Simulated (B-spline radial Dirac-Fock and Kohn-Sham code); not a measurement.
**K-line shifts caused by a second vacancy in Zr¹⁴⁺**

System: Zr¹⁴⁺, [Ar] 3d8.

Model: Dirac-Fock ΔSCF + Breit + QED. Program: a radial atomic solver. Each two-hole energy is an average over J within one jj subconfiguration, not an observable level; in light atoms, where LS coupling holds, the j-resolved values are not observed lines, and for a K spectator the Kα1 hypersatellite is nearly forbidden. Electron correlation is not included.

Lines without a spectator: Kα2 (K-L2) 15695.6 eV, Kα1 (K-L3) 15780.4 eV, Kβ3 (K-M2) 17693.6 eV, Kβ1 (K-M3) 17708.6 eV. Shifts in eV with one spectator hole (a dash: not computed, or left out as unreliable):

```
spectator hole    Kα2    Kα1     Kβ3     Kβ1
    L2 (2p1/2)  +46.9  +58.0       –  +128.5
    L3 (2p3/2)  +49.2  +48.4  +119.0       –
    M2 (3p1/2)      –  +6.85  +17.52  +20.79
    M3 (3p3/2)  +5.72      –  +18.96  +18.39
```

Problem. Where does the K-L3 hypersatellite lie, emitted when both K electrons are missing?

Solution. +451.0 eV from the normal line, at 16231.3 eV. Removing both K electrons costs 37389.3 eV, which is 631.6 eV more than twice the K binding energy.

With n spectator holes in 2p, averaged over the 2p shell (energies in eV):

| n | KαLⁿ | step | hypersatellite KαʰLⁿ |
| --- | --- | --- | --- |
| 0 | 15752.1 | – | 16200.1 |
| 1 | 15803.1 | +51.1 | 16252.6 |
| 2 | 15855.5 | +52.4 | 16306.3 |
| 3 | 15909.1 | +53.7 | 16361.4 |
| 4 | 15964.1 | +54.9 | 16417.7 |
| 5 | 16020.3 | +56.3 | 16475.4 |
